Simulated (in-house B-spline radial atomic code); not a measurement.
# Correlation energy from the adiabatic connection: −Z/r, Z = 3, wall at 0.5 bohr

Two electrons in a singlet, external potential −Z/r, Z = 3, wall at 0.5 bohr (atomic units). Full CI in B-splines (partial waves to l = 8, correlation up to 0.6 % small) with the density held fixed gives W(λ) = <V_ee>_λ − U, and E_c is the integral of W(λ) − W(0) from 0 to 1.

| λ | W(λ) − W(0) (hartree) |
| --- | --- |
| 0 | 0.00000 |
| 0.02 | -0.00200 |
| 0.05 | -0.00499 |
| 0.12 | -0.01192 |
| 0.25 | -0.02463 |
| 0.4 | -0.03905 |
| 0.6 | -0.05786 |
| 0.8 | -0.07621 |
| 1 | -0.09412 |

Question: Integrate the table by the trapezoid rule.

Answer: The strips give -0.00002, -0.00010, -0.00059, -0.00238, -0.00478, -0.00969, -0.01341, -0.01703, which sum to -0.04800 hartree. The direct value, W(1) − W(0) + T_c with T_c = 0.04608, is -0.04804; the curve is convex, so chords lie above it and the trapezoids fall short in size by 0.08 %.

Question: Now use only three numbers: W(0) = -3.9333, the initial slope W'(0) = -0.1001 (extrapolated from the first points) and the strong-coupling limit of the point-charge-plus-continuum model, W∞ = -4.4172. What do second-order theory and the interpolation W(λ) = W∞ + (W(0) − W∞)/√(1 + 2χλ) of Seidl, Perdew and Levy give?

Answer: Second order keeps the slope alone: E_c = W'(0)/2 = -0.05005, +4 % in size against -0.04804. Matching the slope fixes χ = W'(0)/(W∞ − W(0)) = -0.1001/(-0.48390) = 0.20686. Integrating, with s = √(1 + 2χ) = 1.189000, E_c = −(W(0) − W∞)(s − 1)/(s + 1) = −0.48390 × 0.189000/2.189000 = -0.04178 hartree, -13.0 % in size against the full result. At λ = 1 the formula gives W − W(0) = -0.07692 against -0.09412. Part of the miss can come from the model's W∞, which here lies above the computed W at λ = 10, -4.53398.
